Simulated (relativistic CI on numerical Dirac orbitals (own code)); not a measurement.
Method of calculation: Dirac-Coulomb-Breit CI, separate exchange-only KLI orbitals for each configuration, model QED (radiative potential, 1s self-energy scaled to tabulated hydrogen-like ionisation energies), valence Slater integrals scaled by 0.85, P86 correlation energy added to each configuration (own radial code, finite nucleus).

Configuration list (outside the closed core [Kr]): 4d10.5s2, 4d10.5s.5p, 4d10.5p2, 4d10.5s.5d, 4d10.5d2, 4d10.5s.5f, 4d10.4f2, 4d10.5s.5g, 4d10.5p.5d, 4d10.5s.4f, 4d10.4f.5p, 4d10.5s.6s, 4d10.5s.6p, 4d10.5f2, 4d9.5s2.4f, 4d10.5p.5f, 4d10.5s.6d, 4d10.4f.5d, 4d10.5s.7s, 4d10.5g2, 4d10.5p.5g, 4d10.5s.7p, 4d9.5s2.5p, 4d10.5s.6f, 4d10.5s.7d, 4d10.5s.8s, 4d10.5d.5f, 4d10.4f.5f, 4d10.5d.5g, 4d10.4f.5g. Double excitations out of closed p, d and f shells are left out; levels of such configurations are missing from the list, as are those of other unlisted configurations, and high levels can miss mixing partners. These lack a partner that the ground configuration has and come out too high: 4d9.5s2.4f, 4d9.5s2.5p.

At this charge configurations can still be misplaced by up to about 7 % of their energy. Levels and lines within the n = 5 or 6 shells can be off by up to 10 % or somewhat more, and those that change n by about 2 %, since core polarisation is missing. 30 of the 36 excited levels that our extract of the measured tables holds in this range could be paired (the sources list more); they are missed by 4348 cm⁻¹ on average and 7111 at most, and levels without a partner can miss by more.

Outline of the computed level scheme of I VI. Lowest level of each configuration: 4d10.5s2 1S_0 at 0.0000 eV; 4d10.5s.5p 3P°_0 at 10.0473 eV; 4d10.5p2 3P_0 at 24.5908 eV; 4d10.5s.5d 3D_1 at 30.8032 eV; 4d10.5s.4f 3F°_2 at 33.6509 eV; 4d10.5s.6s 3S_1 at 36.2020 eV; 4d10.5s.6p 3P°_0 at 41.0241 eV; 4d10.5p.5d 3F°_2 at 42.3018 eV; 4d10.4f.5p 3G_3 at 45.5951 eV.

Some strong electric-dipole decays among the lowest 45 levels: 4d10.5s.5d 1D_2 → 4d10.5s.5p 1P°_1 (1.8e+10 s⁻¹); 4d10.5p.5d 3D°_1 → 4d10.5p2 3P_0 (1.4e+10 s⁻¹); 4d10.5s.5d 3D_3 → 4d10.5s.5p 3P°_2 (1.2e+10 s⁻¹); 4d10.5s.6s 1S_0 → 4d10.5s.5p 1P°_1 (1.2e+10 s⁻¹); 4d10.5p.5d 1P°_1 → 4d10.5p2 1S_0 (1.1e+10 s⁻¹); 4d10.5s.5d 3D_2 → 4d10.5s.5p 3P°_1 (9.9e+09 s⁻¹); 4d10.5p.5d 3D°_2 → 4d10.5p2 3P_1 (9.7e+09 s⁻¹); 4d10.5p.5d 3D°_3 → 4d10.5p2 3P_2 (9.5e+09 s⁻¹).

LS names give the leading component of a level, which can be under half, so a name can repeat, a term be missing and a line seem to break the LS rules.
